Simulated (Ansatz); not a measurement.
Geometry optimisation, RKS PBE/def2-SVP (Ansatz).

The input (input.yaml):

```yaml
crystal:
  periodic: [false, false, false]
  atoms:
    - { symbol: Ti, position_ang: [-0.7001, -0.1448, -0.3366] }
    - { symbol: F, position_ang: [1.1106, -1.6866, -0.0736] }
    - { symbol: C, position_ang: [0.8225, 0.7569, 0.5773] }
    - { symbol: H, position_ang: [1.247, -0.5467, 0.3407] }
    - { symbol: O, position_ang: [-0.4844, 0.2658, -1.9557] }
    - { symbol: O, position_ang: [-1.67, -0.6541, 0.9411] }
    - { symbol: H, position_ang: [0.7488, 0.99, 1.6412] }
    - { symbol: H, position_ang: [1.413, 1.4974, 0.0344] }
    - { symbol: H, position_ang: [-0.3325, 0.4892, -2.8744] }
    - { symbol: H, position_ang: [-2.1549, -0.9672, 1.7056] }
basis:
  gaussian: { orbitals: def2-SVP }
hamiltonian:
  xc: pbe
relax:
  f_tol: 0.15
  max_steps: 25
  restrain:
    - { distance: [3, 1], at: 0.88, k: 30.0 }
    - { distance: [0, 1], at: 3.47, k: 30.0 }
    - { distance: [3, 2], at: 2.37, k: 30.0 }
output:
  orbitals: {}
```

Launched with:

```bash
$ ansatz run input.yaml --threads 2 --pin off --max-ram 3072MiB --backend cpu --events-out ev --progress --plain --runs-dir out
```

Where does it end, and by what steps?

The forces met the threshold. The restraints hold the end off the free minimum. After 16 steps the energy has risen by 0.248 eV (the restraints' own energy left out); F2 moved furthest, 1.03 Å. Parted: Ti1–F2 (2.39 → 3.46 Å), Ti1–H4 (2.10 → 2.91 Å). Joined: F2–H4 (1.22 → 0.93 Å).

```tsv
step	energy less start (eV)	largest force component (eV/Å)	accepted
0	0.0000	4.982	yes
1	0.5319	4.366	yes
2	0.5807	3.372	yes
3	0.6298	3.208	yes
4	0.4048	1.848	yes
5	0.3347	1.492	yes
6	0.3139	0.551	no
7	0.3133	1.474	yes
8	0.2985	1.342	yes
9	0.2815	1.490	yes
10	0.2621	1.454	yes
11	0.3097	1.520	no
12	0.2590	1.427	yes
13	0.2535	1.486	yes
14	0.2523	1.485	yes
15	0.2452	0.888	no
16	0.2476	1.479	yes
```

```xyz
10
Properties=species:S:1:pos:R:3
Ti -0.650 0.098 -0.240
F 2.043 -2.026 0.202
C 0.792 0.940 0.616
H 1.896 -1.140 0.422
O -0.686 0.472 -1.998
O -1.878 -0.469 0.941
H 0.874 1.021 1.721
H 1.547 1.548 0.074
H -1.180 0.403 -2.831
H -2.759 -0.847 1.094
```

The run took 37 s on 2 threads of Intel(R) Xeon(R) Platinum 8375C CPU @ 2.90GHz (Ice Lake), with other jobs on the host, peak memory 0.18 GiB.
